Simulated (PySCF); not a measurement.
Excitation energy of Mn by level of theory

Mn [Ar] 3d5 4s2 (6S) → Mn [Ar] 3d4 4s2 4p1 (high-spin determinant), as a difference of total energies. Calculation: PySCF 2.14, in aug-cc-pVDZ (7s6p4d2f, 59 functions); the non-relativistic Hamiltonian (point nucleus). Correlated levels: valence: [Ar] frozen. The calculations carry no spin-orbit coupling.

```json
{"method": "UHF", "excitation energy (eV)": "8.195"}
{"method": "LDA", "excitation energy (eV)": "9.421"}
{"method": "PBE", "excitation energy (eV)": "9.118"}
{"method": "PBE0", "excitation energy (eV)": "8.947"}
{"method": "r2SCAN", "excitation energy (eV)": "9.128"}
{"method": "B2PLYP", "excitation energy (eV)": "8.796"}
{"method": "CAM-B3LYP", "excitation energy (eV)": "8.867"}
{"method": "wB97M-V", "excitation energy (eV)": "8.886"}
{"method": "revPBE", "excitation energy (eV)": "9.094"}
{"method": "MP2 (valence)", "excitation energy (eV)": "8.675"}
{"method": "SCS-MP2 (valence)", "excitation energy (eV)": "8.154"}
```

**Question.** How much does correlation contribute at MP2 (valence)?

**Answer.** 8.675 − (8.195) = 0.480 eV, measured against UHF.

A first-order spin-orbit estimate (lowest level to lowest level, LS coupling) adds -0.083 eV.

The upper state lies above the first ionisation limit, where it may autoionise and the basis confines it.

The determinant of the upper state mixes LS terms, which raises its energy above the lowest term, most at the Hartree-Fock and MP2 levels.
